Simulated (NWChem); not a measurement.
System: MgSiH$_{3}$Cl; SMILES [Cl][Mg][SiH3]

Input file for NWChem:

```
start job
memory heap 200 mb stack 900 mb global 1100 mb
geometry units angstroms noautoz
  Mg    -0.050464    -0.307855     0.000077
  Cl    -0.397051    -2.491691    -0.000383
  Si     0.349478     2.224272     0.000583
  H     -0.929248     2.995617    -0.145894
  H      1.245351     2.654409    -1.123648
  H      0.994478     2.693393     1.271557
end
basis spherical
  * library 6-31g*
end
dft
  xc scan
  iterations 150
  mulliken
end
task dft energy
```

All runs use the structure optimised with PBE0/def2-SVP.

Problem. What results follow from this input? (SCAN/6-31G* (spherical d).) Quantities: energy (Ha); highest occupied level (eV); orbital gap (eV); dipole (D).

Solution. 
- energy (Ha) = -951.64
- highest occupied level (eV) = -6.72
- orbital gap (eV) = 5.17
- dipole (D) = 1.63
